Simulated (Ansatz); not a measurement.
Harmonic frequencies (cm⁻¹) at PBE0-D4/def2-TZVP from Ansatz: 20, 56, 149, 231, 282, 432, 499, 509, 746, 800, 807, 879, 888, 1005, 1090, 1321, 1433, 1445, 2136, 2139, 2146, 3024, 3085, 3140.

(1) Which molecule is it?
A. `B[CH2][GeH2][Cl]`
B. `CCOBCl`
C. `C[B](Cl)[GeH3]`
D. `CCB(S)Cl`

Results:

(1) C.
